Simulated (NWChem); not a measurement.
C₂H₄BF₂N; SMILES C=C(B(F)N)F

```xyz
10

C     -1.1806    -1.5379     0.2071
C     -0.0847    -0.8031     0.0067
F      1.0987    -1.4470    -0.1914
B      0.0375     0.7646    -0.0005
N     -1.0673     1.6055    -0.1814
F      1.2499     1.3117     0.1838
H     -1.1474    -2.6232     0.2105
H     -2.1379    -1.0615     0.3892
H     -1.9972     1.2752    -0.3903
H     -0.9796     2.6121    -0.1513
```
Atoms are numbered in this order, from 1.

Computed with NWChem. All runs use the structure optimised with B3LYP/6-31G* (spherical d). B3LYP is NWChem's, with the RPA form of VWN correlation.

Task: Predict the results for B3LYP/def2-SVP. Quantities: highest occupied level (eV); orbital gap (eV); dipole (D).

Result: The highest occupied level (eV) is -7.19 and the orbital gap (eV) is 6.38. The dipole (D) is 3.68.
